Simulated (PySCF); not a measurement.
Job file and geometry (Å, from PBE0-D3(BJ)/def2-SVP) of a spin–spin coupling run on `C=C/C=C\C=C(F)F`, C₆H₆F₂, PySCF, B3LYP/pcJ-1 indirect spin-spin coupling, non-relativistic, gas phase; density fitting, a coarse starting grid and PySCF grid level 2 are the driver's defaults:

```
$ OMP_NUM_THREADS=1 python probes_run.py task.json out

{"job": {"kind": "j", "xc": "B3LYP", "basis": "pcJ-1"}, "charge": 0, "multiplicity": 1}
C     -2.712346    -0.138400    -1.071414
C     -1.424151    -0.222451    -0.703418
C     -0.806601     0.636406     0.285529
C      0.482542     0.589937     0.696206
C      1.491089    -0.333393     0.229447
C      2.751240    -0.325939     0.673410
F      3.227490     0.506905     1.565636
F      3.681857    -1.154185     0.273941
H     -3.133618    -0.808320    -1.824078
H     -3.382834     0.604999    -0.628903
H     -0.795894    -0.984096    -1.177893
H     -1.454978     1.393882     0.738117
H      0.804747     1.310416     1.453384
H      1.260528    -1.092766    -0.518360
```

Q: What does the program print?

A: 
```
coarse grid: 12408 points
cycle   1  E = -431.6923581736  dE =  1.127e+00  |g| = 7.871e-01  |ddm| = 3.430e+00
cycle   2  E = -431.4385295198  dE =  2.538e-01  |g| = 1.332e+00  |ddm| = 1.387e+00
cycle   3  E = -431.8118482569  dE = -3.733e-01  |g| = 1.778e-01  |ddm| = 1.040e+00
cycle   4  E = -431.8178840941  dE = -6.036e-03  |g| = 9.577e-02  |ddm| = 2.520e-01
cycle   5  E = -431.8198853643  dE = -2.001e-03  |g| = 2.609e-02  |ddm| = 8.584e-02
cycle   6  E = -431.8200360709  dE = -1.507e-04  |g| = 5.768e-03  |ddm| = 2.113e-02
cycle   7  E = -431.8200430029  dE = -6.932e-06  |g| = 2.643e-03  |ddm| = 5.747e-03
final grid: 122688 points
cycle   8  E = -431.8884531673  dE = -1.719e-04  |g| = 5.649e-03  |ddm| = 2.265e-02
cycle   9  E = -431.8884465114  dE =  6.656e-06  |g| = 7.537e-03  |ddm| = 9.217e-03
cycle  10  E = -431.8884593508  dE = -1.284e-05  |g| = 1.342e-03  |ddm| = 6.051e-03
cycle  11  E = -431.8884596699  dE = -3.191e-07  |g| = 7.677e-04  |ddm| = 1.563e-03
cycle  12  E = -431.8884598049  dE = -1.349e-07  |g| = 2.141e-04  |ddm| = 6.534e-04
cycle  13  E = -431.8884598146  dE = -9.724e-09  |g| = 3.013e-05  |ddm| = 1.652e-04
cycle  14  E = -431.8884598148  dE = -2.103e-10  |g| = 1.372e-05  |ddm| = 3.751e-05
converged SCF energy = -431.8884598148

Indirect spin-spin couplings (Hz)
  i      j    bonds     total        FC       PSO       DSO        SD
  0 C    1 C    1     76.970    86.446    -9.616     0.140         -
  0 C    2 C    2      0.388     0.302     0.129    -0.042         -
  0 C    3 C    3      8.500     7.781     0.799    -0.079         -
  0 C    4 C    4     -1.680    -1.648     0.004    -0.036         -
  0 C    5 C    5      1.448     1.406     0.075    -0.032         -
  0 C    6 F    6      7.410     1.939     0.660    -0.153     4.963
  0 C    7 F    6      7.895     2.032     0.074    -0.135     5.924
  0 C    8 H    1    171.446   170.494     0.454     0.498         -
  0 C    9 H    1    166.258   165.306     0.420     0.532         -
  0 C   10 H    2     -0.238     1.469    -1.220    -0.487         -
  0 C   11 H    3      6.328     6.630    -0.266    -0.036         -
  0 C   12 H    4     -1.256    -1.379     0.430    -0.306         -
  0 C   13 H    5      0.348     0.326     0.121    -0.099         -
  1 C    2 C    1     61.021    64.168    -3.362     0.216         -
  1 C    3 C    2     -1.411    -1.487     0.095    -0.020         -
  1 C    4 C    3      7.816     7.882    -0.111     0.045         -
  1 C    5 C    4     -1.445    -1.452     0.020    -0.013         -
  1 C    6 F    5     -3.635    -1.255     0.003    -0.149    -2.234
  1 C    7 F    5     -5.041    -2.375     0.199    -0.099    -2.765
  1 C    8 H    2     -0.821     0.889    -1.210    -0.501         -
  1 C    9 H    2     -2.009    -0.184    -1.336    -0.489         -
  1 C   10 H    1    157.377   156.194     0.330     0.853         -
  1 C   11 H    2      3.644     4.308    -0.401    -0.262         -
  1 C   12 H    3     10.950    11.034     0.343    -0.427         -
  1 C   13 H    4     -0.391    -0.398    -0.312     0.319         -
  2 C    3 C    1     78.920    87.821    -9.108     0.207         -
  2 C    4 C    2     -0.907    -0.769    -0.132    -0.005         -
  2 C    5 C    3      9.099     8.457     0.684    -0.041         -
  2 C    6 F    4      9.568     3.223    -1.441    -0.183     7.969
  2 C    7 F    4     20.040     4.669     4.367    -0.237    11.241
  2 C    8 H    3     14.352    14.432     0.386    -0.465         -
  2 C    9 H    3      9.597     9.736    -0.161     0.022         -
  2 C   10 H    2      4.579     5.165    -0.340    -0.246         -
  2 C   11 H    1    163.928   162.717     0.361     0.850         -
  2 C   12 H    2     -1.784    -0.246    -1.214    -0.323         -
  2 C   13 H    3      4.154     4.500    -0.344    -0.002         -
  3 C    4 C    1     66.287    69.288    -3.257     0.256         -
  3 C    5 C    2      0.651     0.564     0.043     0.044         -
  3 C    6 F    3     -6.972    -0.206    -1.243     0.068    -5.590
  3 C    7 F    3     -2.864     2.651     0.717    -0.332    -5.900
  3 C    8 H    4     -0.465    -0.556     0.391    -0.300         -
  3 C    9 H    4     -1.750    -1.873     0.357    -0.233         -
  3 C   10 H    3      4.163     4.463    -0.315     0.014         -
  3 C   11 H    2      0.334     1.893    -1.233    -0.327         -
  3 C   12 H    1    165.399   164.181     0.291     0.927         -
  3 C   13 H    2     -0.044     0.488    -0.294    -0.238         -
  4 C    5 C    1    121.790   128.756    -7.327     0.362         -
  4 C    6 F    2     19.351    29.642   -21.448    -0.233    11.390
  4 C    7 F    2     32.148    38.824   -18.797    -0.232    12.352
  4 C    8 H    5      1.167     1.186     0.094    -0.113         -
  4 C    9 H    5      1.416     1.440     0.143    -0.167         -
  4 C   10 H    4     -0.431    -0.466    -0.353     0.388         -
  4 C   11 H    3     11.563    11.670     0.294    -0.401         -
  4 C   12 H    2      2.704     3.216    -0.360    -0.153         -
  4 C   13 H    1    167.732   166.058     0.614     1.060         -
  5 C    6 F    1   -377.859  -336.080   -33.524     1.065    -9.319
  5 C    7 F    1   -373.313  -330.706   -32.997     1.041   -10.651
  5 C    8 H    6     -1.031    -1.043     0.118    -0.107         -
  5 C    9 H    6     -0.886    -0.897     0.137    -0.126         -
  5 C   10 H    5      0.561     0.460     0.073     0.028         -
  5 C   11 H    4     -0.546    -0.693     0.363    -0.216         -
  5 C   12 H    3      5.311     5.558    -0.439     0.193         -
  5 C   13 H    2      0.035     1.372    -1.340     0.002         -
  6 F    7 F    2   -100.365    10.237  -114.626    -1.027     5.051
  6 F    8 H    7     -1.332    -1.302     0.632    -0.580    -0.082
  6 F    9 H    7     -1.239    -1.195     0.521    -0.481    -0.084
  6 F   10 H    6      0.721     0.882     0.659    -0.617    -0.204
  6 F   11 H    5     -2.736    -2.294     0.265    -0.588    -0.119
  6 F   12 H    4      2.247     2.450    -1.005     1.240    -0.438
  6 F   13 H    3     19.757    24.986    -3.225    -2.328     0.325
  7 F    8 H    7     -1.502    -1.522     0.406    -0.398     0.013
  7 F    9 H    7     -1.684    -1.421     0.529    -0.575    -0.216
  7 F   10 H    6      0.379     0.830    -0.015    -0.061    -0.375
  7 F   11 H    5      1.134     0.234     1.954    -1.029    -0.025
  7 F   12 H    4     -0.820     0.589     0.230    -1.396    -0.243
  7 F   13 H    3      0.518     4.062    -2.507    -0.018    -1.020
  8 H    9 H    2      1.844     1.613     3.750    -3.519         -
  8 H   10 H    3     11.532    11.947     0.087    -0.502         -
  8 H   11 H    4     -1.317    -1.148     1.519    -1.687         -
  8 H   12 H    5      1.771     1.828     1.159    -1.216         -
  8 H   13 H    6     -0.225    -0.209     0.119    -0.136         -
  9 H   10 H    3     17.927    18.430     2.663    -3.166         -
  9 H   11 H    4     -1.137    -1.148    -1.307     1.319         -
  9 H   12 H    5      1.242     1.284     0.678    -0.720         -
  9 H   13 H    6     -0.239    -0.181     0.695    -0.753         -
 10 H   11 H    3     12.697    12.883     2.687    -2.873         -
 10 H   12 H    4     -1.438    -1.298     1.518    -1.658         -
 11 H   12 H    3     12.689    12.998    -0.307    -0.002         -
 11 H   13 H    4     -1.348    -1.199     1.503    -1.652         -
 12 H   13 H    3     13.640    13.772     2.600    -2.732         -
```

Size and cost of the density-fitted run: 276 basis functions, 58 s wall time on 1 thread of an Arm Neoverse V2, shared host; peak memory 1.1 GiB.
